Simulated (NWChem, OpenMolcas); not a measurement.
The same job for NWChem

OpenMolcas 26.06 runs this on WO3 (SMILES [O]=[W](=[O])=[O]):

mol.inp:
```
>>> EXPORT MOLCAS_PRINT=2

&GATEWAY
  BasLib=$CurrDir
  Coord
  4
  angstrom
  O       -0.668958       0.523097       1.665617
  W       -0.797858      -0.025803       0.045417
  O        1.071700      -1.143300      -0.433900
  O       -0.843658       1.359397      -0.965683
  Basis=def2-SVPD
  Group=NoSym

&SEWARD

&SCF
  Thresholds=1e-10 1e-07 1e-07 1e-05
  PrOrbitals=0

&MBPT2
  Frozen=3
```

```bash
$ export MOLCAS_MEM=1860
$ pymolcas mol.inp > mol.log
```

(Basis files named in the input come from the Basis Set Exchange and aren't shown.)

One bond was lengthened or shortened from a relaxed shape.

It gives a total energy of -291.715066 Eh.

Task: Translate the job to NWChem 7.3.0 as an ASE script.

Result: One way, which was run:

run.py:
```python
from ase import Atoms
from ase.calculators.nwchem import NWChem

system = Atoms(['O', 'W', 'O', 'O'], positions=[
    [-0.668958, 0.523097, 1.665617],
    [-0.797858, -0.025803, 0.045417],
    [1.071700, -1.143300, -0.433900],
    [-0.843658, 1.359397, -0.965683],
])

calc = NWChem(
    label='o3w',
    theory='mp2',
    memory='2200 mb',
    basis='def2-SVPD',
    basispar='spherical bse',
    scf={'nopen': '0', 'rhf': None, 'thresh': '1e-08', 'maxiter': '80'},
    mp2={'freeze': 'core 3', 'tight': None},
    task='energy',
    **{'ecp bse': {'W library': 'def2-SVPD'}},
)
system.calc = calc

print("Total energy (eV):", round(system.get_potential_energy(), 6))
```

```bash
$ export ASE_NWCHEM_COMMAND="nwchem PREFIX.nwi > PREFIX.nwo"
$ python run.py
```

Its energy is -291.715066 Eh, 0.000 mEh from the first.
